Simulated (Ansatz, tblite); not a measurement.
Isomers of ZnO2⁻ (doublet), found by a short tight-binding search and relaxed with PBE0-D4/def2-TZVPD in Ansatz.

The xTB rows come from tblite.

Run but left out: HF/def2-TZVPPD, MP2/def2-TZVPPD, CCSD/def2-TZVPPD, CCSD(T)/def2-TZVPPD (A: ⟨S²⟩ 1.35, where a pure state has 0.75); LDA (SPW92)/def2-TZVPD (A: an occupied level 0.01 eV above an empty one).

A: At PBE-D4/def2-TZVPD the highest occupied level of the charge -1 doublet lies above zero (up to 0.01 eV). By energy differences its removal costs 3.28 eV (vertical, to the charge 0 triplet, at PBE-D4/def2-TZVPD); a positive level beside a positive removal energy at the same level points to self-interaction error. At r2SCAN0-D4/def2-TZVPD the charge -1 doublet is spin-contaminated (final ⟨S²⟩ up to 0.84, 0.75 for a pure state). B: At PBE-D4/def2-TZVPD, r2SCAN-D4/def2-TZVPD the highest occupied level of the charge -1 doublet lies above zero (up to 1.11 eV). It is a level of β spin, whose loss leaves a triplet; that state wasn't run at this geometry and level. The electron is either unbound and held by the finite basis, or the level is raised by self-interaction error. It holds 1 O–O bond.

Other spin states were run for one of them alone.

A:

Cartesian coordinates in Å:
```
Zn 0.000 0.000 0.000
O 0.291 1.565 -0.701
O -0.291 -1.565 0.701
```

B:

```csv
atom,x (Å),y (Å),z (Å)
Zn1,-1.4719,0.0424,0.0928
O2,0.7647,0.6313,-0.1383
O3,0.7072,-0.6737,0.0455
```

Q: Estimate their order by electronic energy at PBE0-D4/def2-TZVPD, counted from the lowest.

A: A (0.00) < B (0.90), in eV.

Q: Do the other levels pick the same lowest one?

A: Not GFN1-xTB. Energies above each level's lowest (eV):

```json
{"level": "GFN1-xTB", "A": "0.63", "B": "0.00"}
{"level": "GFN2-xTB", "A": "0.00", "B": "0.53"}
{"level": "PBE-D4/def2-TZVPD", "A": "0.00", "B": "1.30"}
{"level": "r2SCAN-D4/def2-TZVPD", "A": "0.00", "B": "1.40"}
{"level": "PBE0-D4/def2-TZVPD", "A": "0.00", "B": "0.90"}
{"level": "r2SCAN0-D4/def2-TZVPD", "A": "0.00", "B": "0.99"}
```
Point groups (tolerance 0.1 Å): A D∞h, B not assigned. Lower isomers may exist.
